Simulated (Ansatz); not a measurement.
Ansatz results at the PBE0-D4/def2-TZVP geometry: HOMO–LUMO gap (PBE/def2-TZVPP) 2.52 eV; size of the dipole moment (ωB97M-V/def2-TZVPP) 2.63 D; HOMO energy (PBE0/def2-TZVPP) -5.97 eV.

Problem. Which molecule gave them?
A. `C=C([SiH3])SS`
B. `C1[SiH2]SCS1`
C. `BCC[SiH3]`
D. `C[SiH]1CSS1`

Solution. D. The others give `C1[SiH2]SCS1`: 4.39, 1.39, -6.67; `BCC[SiH3]`: 4.90, 0.31, -8.21; `C=C([SiH3])SS`: 3.79, 1.11, -6.79.
